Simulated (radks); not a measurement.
Values are calculated unless marked as measured or tabulated.
Q: All-electron atom: the gold ion Au8+ in [Xe] 4f14 5d3 (the NIST ground configuration). Level of theory: Dirac Kohn-Sham, BLYP, spin-unpolarised, spherical densities, finite nucleus; open shells fill j = l - 1/2 first; Fermi nuclear charge, rms radius 5.4371 fm (a radial shooting solver on a logarithmic mesh with Libxc functionals).

Spin-orbit splittings of the eigenvalues, e(l+1/2) - e(l-1/2), with zeta = 2 splitting/(2l+1) and mean radii in bohr:

shell  occ.  splitting (eV)  zeta (eV)  <r> j=l-1/2  <r> j=l+1/2
2p        6            1836       1224      0.05798      0.06653
3p        6           405.2      270.1       0.1735       0.1892
3d       10           87.13      34.85       0.1648       0.1696
4p        6           97.30      64.87       0.4092       0.4432
4d       10           18.14      7.257       0.4514       0.4625
4f       14               ?          ?       0.4911       0.4977
5p        6           18.45      12.30       0.9630        1.040
5d        3           2.605      1.042        1.225        1.251
5f        0          0.2980    0.08514        1.830        1.842
6p        0           4.779      3.186        2.015        2.130

Estimate the 4f splitting.

A: 3.852 eV (zeta = 1.101 eV).
